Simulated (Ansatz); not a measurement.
Molecule: C6H7, net charge 0, doublet state. It need not be the lowest isomer of its formula. 
Geometry from a B3LYP-D3(BJ)/def2-TZVP (Ansatz, a quantum-chemistry and plane-wave program) optimisation:
SMILES: CC1=C[C]=CC1
```xyz
13

C      2.1098     0.1663     0.1495
C      0.6385    -0.0441     0.0385
C     -0.0288    -1.2090    -0.0887
C     -1.4444    -0.8903    -0.1581
C     -1.7100     0.4087    -0.0822
C     -0.3605     1.0905     0.0548
H      2.3698     0.6706     1.0852
H      2.6478    -0.7813     0.1165
H      2.4838     0.7961    -0.6634
H      0.4012    -2.1983    -0.1317
H     -2.6580     0.9211    -0.1072
H     -0.2932     1.6673     0.9842
H     -0.1791     1.7930    -0.7666
```
Charge 0, spin multiplicity 2.

Basis-set convergence of Hartree-Fock and MP2 correlation energies (hartree) with Ansatz. Cores are frozen in the correlated levels unless marked. Open shells are spin-unrestricted. Spin-orbit coupling is left out. Non-relativistic.

The UHF reference is spin-contaminated (<S^2> 0.49 over the pure value in the largest basis). 

| basis | functions | E(HF) | E(corr, MP2) |
|---|---|---|---|
| cc-pVDZ | 119 | -231.20655 | -0.74136 |
| cc-pVTZ | 278 | -231.26445 | -0.90822 |
| cc-pVQZ | 540 | -231.27872 | -0.96676 |

Extrapolating the two largest sets (X = 3 and 4) as X^-3: E(corr) = (64·(-0.96676) - 27·(-0.90822))/37 = -1.0095 Eh, an estimate of the basis-set limit. The largest set recovers 95.8 % of it, the smallest 73.4 %.
